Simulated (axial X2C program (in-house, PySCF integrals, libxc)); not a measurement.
**What spin–orbit coupling does to GaSi**

Computed with an in-house relativistic program for diatomic molecules. Spin-free means the one-electron spin-free X2C Hamiltonian; two-component (2c) means X2C with spin–orbit coupling and atomic mean-field two-electron Coulomb and Gaunt terms, so the difference of the two also holds small scalar two-electron terms. Basis: Ga dyall-cv3z [9s9p7d4f1g], Si dyall-v3z [8s7p2d1f] (cores contracted in-house); Gaussian nuclei, density fitting, unrestricted open shells. Masses: Ga 68.926 u, Si 27.977 u.

Spin-free state: M_S = 3/2, Λ = 0 (beyond evenly filled blocks: σα, π+α, π-α); fragments Ga + Si.

```
  level  Re (Å)  ωe (cm⁻¹)  De (eV)  μ (D)
   PBE0   2.418      300.1    2.516  -1.40
     HF   2.495      271.6    1.550  -2.15
    MP2   2.436      304.3    2.324    n/a
   CCSD   2.449      297.8    2.176    n/a
CCSD(T)   2.444      301.3    2.308    n/a
  B97-3   2.444      288.5    2.363  -1.52
```

Correlated methods: 7 electrons correlated (number of frozen shells: Ga 3 s, 2 p, 1 d; Si 2 s, 1 p), 231 virtual spin orbitals or spinors in MP2, 90 natural virtuals in coupled cluster.

Dipoles are positive if Si is the positive end.

Two-component determinant lowest at the distance of the search:

Ω = 3/2 (⟨Sz⟩ = 1.50, ⟨Lz⟩ = 0.00 at HF); fragments Ga + Si.

```
  level  Re (Å)  ωe (cm⁻¹)  De (eV)  μ (D)
   PBE0   2.418      299.8      n/a  -1.40
     HF   2.496      271.5      n/a  -2.15
    MP2   2.437      304.0    2.279    n/a
   CCSD   2.449      297.6    2.124    n/a
CCSD(T)   2.445      301.1    2.256    n/a
  B97-3   2.445      288.2      n/a  -1.52
```

(1) From the two tables, how do the constants change at the CCSD(T) level (2c against spin-free)?

The state is one determinant whose occupation by symmetry is held fixed; it was picked as the lowest of a PBE0 search that is not exhaustive. De is counted from the lowest determinant-based energies of the atoms at the same level, without counterpoise correction. De is not given where an atomic determinant may have missed its ground term or J level, or where the truncated virtual space spoils (T). Density functionals use the spin component along the axis (collinear). CCSD and (T) use frozen natural virtuals with an MP2 correction for the truncation; (T) itself is uncorrected, so its De runs slightly low. The 2c atoms are single determinants rather than J levels; their spin–orbit lowering is only partly caught, and De is too large by that part. This holds for MP2, CCSD, CCSD(T). PBE0 can misorder states that lie within some tenths of an eV, so this need not be the ground state of the molecule. The nearest other spin-free determinant of the search, M_S = 1/2, Λ = 0, lies 0.31 eV up at the distance of the search. The functionals have no current-density term, which raises determinants with orbital currents, atoms included. With several unpaired electrons one determinant need not be a pure state. This is the top spin component of a Σ state; components of lower Ω are not single determinants and can lie lower. With the outer-core shells frozen, correlated bond lengths of heavy atoms tend to come out a few hundredths of an ångström too long.

Answers

(1) At the CCSD(T) level Re increases by 0.001 Å and ωe is unchanged to within 0.2 cm⁻¹; De is not compared, since the atomic limits differ or miss part of their spin–orbit lowering.
